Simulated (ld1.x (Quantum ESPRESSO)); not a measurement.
## lithium: PAW pseudisation with PBE, scalar-relativistic reference atom.

```json
{
 "Element": "Li (Z = 3)",
 "Generator": "ld1.x (Quantum ESPRESSO) 7.5",
 "Type": "PAW",
 "Functional": "PBE",
 "Relativity": "scalar-relativistic",
 "Frozen core": "none",
 "Valence charge": "3",
 "Reference configuration": "1s2 2s0.5 2p0 (charge +0.5)",
 "Partial waves": "1s (bound): rcut 1.05, rcutus 1.40 bohr; 2s (bound): rcut 1.05, rcutus 1.40 bohr; 2p (bound, empty): rcut 4.00, rcutus 4.60 bohr; 2p channel at 1.25 Ry: rcut 4.00, rcutus 4.60 bohr; 3d channel at 0.4 Ry: rcut 2.80, rcutus 3.65 bohr; 3d channel at 2.8 Ry: rcut 2.80, rcutus 3.65 bohr",
 "Local potential": "all-electron potential smoothed inside 3.50 bohr (lloc = -2)",
 "Core correction": "none",
 "Augmentation charge": "GAUSS, radius 1.00 bohr"
}
```

- Cutoffs needed: 40 Ry and 50 Ry (the cutoffs (Ry, on a coarse ladder) from which the occupation-weighted sum of valence levels, in a spherical-Bessel basis at the reference potential, stays within 10 and 1 mRy of its value at 400 Ry)
- Ghost test: no extra level below or beside the all-electron valence levels (s, p, d, f tested) (spherical-Bessel basis up to 400 Ry, 20 bohr box)
- Configuration tests: test run stopped at test 1 of 4 (negative rho)
- Lowest eigenvalue of the overlap operator: 0.17 (s channel)
